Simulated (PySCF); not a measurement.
# Correlation energy of As⁺ (arsenic, charge +1)

[Ar] 3d10 4s2 4p2, high-spin 3P determinant. Calculation: PySCF 2.14, in cc-pVDZ-PP with ECP10MDF (4s3p2d, 23 functions); scalar relativity through the core potential. Frozen: 3s2 3p6 3d10; 4 electrons correlated.

MP2 pair energies summed by pair of shells (mhartree):

```csv
pair,energy,share (%)
4s-4p,-25.37,60.0
4s-4s,-12.71,30.1
4p-4p,-4.21,10.0
```

Total MP2 correlation energy: -42.30 mhartree.

Same-spin part -7.00 and opposite-spin part -35.29 mhartree; SCS-MP2 scales them by 1/3 and 6/5 to -44.68 mhartree.

| level | correlation energy (mhartree) |
| --- | --- |
| CCSD | -58.69 |
| (T) | -0.61 |
| CCSD(T) | -59.30 |

Diagnostics: T1 = 0.0064, D1 = 0.0180, largest double amplitude 0.095.

Cost of the coupled-cluster step: 0.07 s of wall time on 1 thread of Neoverse-V2 (shared host), for 4 correlated electrons.

Iterations:

```
CC2 = 0
CCSD nocc = (np.int64(3), np.int64(1)), nmo = (14, 14)
frozen orbitals [[0, 1, 2, 3, 4, 5, 6, 7, 8], [0, 1, 2, 3, 4, 5, 6, 7, 8]]
max_cycle = 100
direct = 0
conv_tol = 1e-08
conv_tol_normt = 1e-06
diis_space = 8
diis_start_cycle = 0
Init t2, MP2 energy = -0.0422959367946612
Init E_corr(UCCSD) = -0.0422959367948427
cycle = 1  E_corr(UCCSD) = -0.0537424917399364  dE = -0.0114465549  norm(t1,t2) = 0.0454383
cycle = 2  E_corr(UCCSD) = -0.0569839891176118  dE = -0.00324149738  norm(t1,t2) = 0.0162176
cycle = 3  E_corr(UCCSD) = -0.0586965278490274  dE = -0.00171253873  norm(t1,t2) = 0.00686617
cycle = 4  E_corr(UCCSD) = -0.0586824603040588  dE = 1.4067545e-05  norm(t1,t2) = 0.0011078
cycle = 5  E_corr(UCCSD) = -0.0586918692145943  dE = -9.40891054e-06  norm(t1,t2) = 0.000143184
cycle = 6  E_corr(UCCSD) = -0.0586889586094802  dE = 2.91060511e-06  norm(t1,t2) = 1.70658e-05
cycle = 7  E_corr(UCCSD) = -0.0586899590209285  dE = -1.00041145e-06  norm(t1,t2) = 3.07702e-06
cycle = 8  E_corr(UCCSD) = -0.0586897103259809  dE = 2.48694948e-07  norm(t1,t2) = 7.52135e-07
cycle = 9  E_corr(UCCSD) = -0.0586897245466309  dE = -1.422065e-08  norm(t1,t2) = 1.33116e-07
cycle = 10  E_corr(UCCSD) = -0.0586897443579141  dE = -1.98112832e-08  norm(t1,t2) = 7.77752e-08
cycle = 11  E_corr(UCCSD) = -0.0586897436324098  dE = 7.25504344e-10  norm(t1,t2) = 1.15059e-08
UCCSD converged
E(UCCSD) = -330.9094492374276  E_corr = -0.0586897436324098
UCCSD(T) correction = -0.00061406289217567
```
